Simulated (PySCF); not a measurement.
Compound: C6H10O.
SMILES: `CC(=O)C=C(C)C`

Torsions of this conformer, `[CH3:1][C:2](=[O:3])[CH:4]=[C:5]([CH3:6])[CH3:7]`: C1–C2–C4–C5 179°.

The closed-shell ground state was solved at several levels (PySCF, density fitting, gas phase, non-relativistic). One conformer (not necessarily the lowest) at the PBE0-D3(BJ)/def2-SVP geometry, without solvent, vibrations or thermal averaging.

| level | basis functions | HOMO (eV) | LUMO (eV) | gap (eV) | dipole (D) |
| --- | --- | --- | --- | --- | --- |
| KT2/pcSseg-1 | 169 | -5.56 | -2.25 | 3.31 | 2.88 |
| mPW1PW91/pcSseg-1 | 169 | -7.03 | -1.35 | 5.68 | 3.02 |
| PBE0/6-311+G(2d,p) | 249 | -6.99 | -1.39 | 5.60 | 3.02 |
| CAM-B3LYP/pcSseg-1 | 169 | -8.43 | -0.17 | 8.26 | 3.00 |
| HF/pcSseg-1 | 169 | -9.79 | 2.62 | 12.41 | 3.29 |
| B3LYP/pcJ-1 | 289 | -6.73 | -1.53 | 5.20 | 2.98 |
| BLYP/pcSseg-1 | 169 | -5.24 | -2.13 | 3.11 | 2.87 |
| CAM-B3LYP/def2-SVPD | 223 | -8.50 | -0.28 | 8.22 | 3.08 |

Q: Estimate the row for PBE0/STO-3G, a basis of 45 functions; the other rows only guide the guess.

A: HOMO -3.91 eV, LUMO 1.69 eV, gap 5.60 eV, dipole 1.81 D.

Q: Over all these levels, which gives the widest orbital gap and which the narrowest?

A: HF/pcSseg-1 (Hartree–Fock, all exact exchange) has the widest, 12.41 eV, and BLYP/pcSseg-1 (GGA) the narrowest, 3.11 eV. The two share the basis. From the narrowest to the widest the HOMO moves by -4.55 eV and the LUMO by +4.75 eV. The HOMO need not be the same orbital at Hartree–Fock and at DFT levels.

Q: In the pcSseg-1 basis, how does the gap go with the fixed share of exact exchange?

A: BLYP (0 %) 3.11 eV; KT2 (0 %) 3.31 eV; mPW1PW91 (25 %) 5.68 eV; HF (100 %) 12.41 eV. Each rise in the share widens the gap here.

Q: How far do the dipole and the HOMO energy spread over the levels?

A: The dipole runs from 1.81 to 3.29 D (mean 2.88 D) and the HOMO from -9.79 to -3.91 eV.
